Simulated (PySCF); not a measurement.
C5H8NO (SMILES [CH2]N1CCCC1=O), doublet, at a GFN2-xTB geometry. Base run: M062X/STO-3G (PySCF).

The PySCF input:
```python
from pyscf import gto, scf, dft

mol = gto.Mole()
mol.atom = '''
    C     2.06888233    0.27271601   -0.16396691
    N     0.72581799    0.26398930   -0.04869718
    C    -0.07319759    1.47093508   -0.08537597
    C    -1.49412677    0.96500721   -0.34589374
    C    -1.48225820   -0.43381841    0.26481694
    C    -0.03091949   -0.86591666    0.15995499
    O     0.42114034   -1.99147519    0.25235738
    H     2.58101234   -0.66448092   -0.09888963
    H     2.57735037    1.19974183   -0.32614208
    H     0.28939264    2.14734358   -0.86230780
    H    -0.00600170    1.98531643    0.88125484
    H    -2.24705897    1.61571689    0.09408095
    H    -1.67571076    0.90227057   -1.41947156
    H    -1.76399898   -0.41536987    1.32065721
    H    -2.13511543   -1.14020171   -0.24437276
'''
mol.basis = 'sto-3g'
mol.spin = 1
mol.verbose = 4
mol.build()

mf = dft.UKS(mol)
mf.xc = 'm062x'
mf.kernel()
```

The base run was repeated with changes; each row names its change, and settings that it needs were set with it.

```json
[
 {"change": "base", "ΔE vs base (mEh)": "0.000", "fitting functions": "-", "dipole (D)": "2.93"},
 {"change": "auxbasis = even-tempered beta=2.0", "ΔE vs base (mEh)": "-3.840", "fitting functions": "390", "dipole (D)": "2.94"},
 {"change": "auxbasis = autoaux", "ΔE vs base (mEh)": "-3.810", "fitting functions": "518", "dipole (D)": "2.94"},
 {"change": "auxbasis = def2-svp-ri", "ΔE vs base (mEh)": "-14.563", "fitting functions": "448", "dipole (D)": "2.93"},
 {"change": "auxbasis = cc-pvqz-jkfit", "ΔE vs base (mEh)": "-0.115", "fitting functions": "1150", "dipole (D)": "2.93"},
 {"change": "exchange = seminumerical (SGX) (with mf = sgx.sgx_fit(mf, auxbasis='def2-universal-jfit'); with mf.with_df.dfj = True)", "ΔE vs base (mEh)": "-3.427", "fitting functions": "431", "dipole (D)": "2.93"},
 {"change": "auxbasis = cc-pvdz-jkfit", "ΔE vs base (mEh)": "0.042", "fitting functions": "674", "dipole (D)": "2.93"},
 {"change": "only_dfj = on; auxbasis = def2-universal-jfit", "ΔE vs base (mEh)": "-3.422", "fitting functions": "431", "dipole (D)": "2.93"},
 {"change": "auxbasis = def2-universal-jfit", "ΔE vs base (mEh)": "0.297", "fitting functions": "431", "dipole (D)": "2.93"},
 {"change": "auxbasis = def2-tzvp-ri", "ΔE vs base (mEh)": "-1.220", "fitting functions": "652", "dipole (D)": "2.93"}
]
```

A fitting set is made for a task (jfit for Coulomb, jkfit for Coulomb and exchange, ri for correlation) and for a family of orbital bases.

Open shells are given as the SCF converged; they aren't shown to be the lowest states, and a large step between rows can be another state.
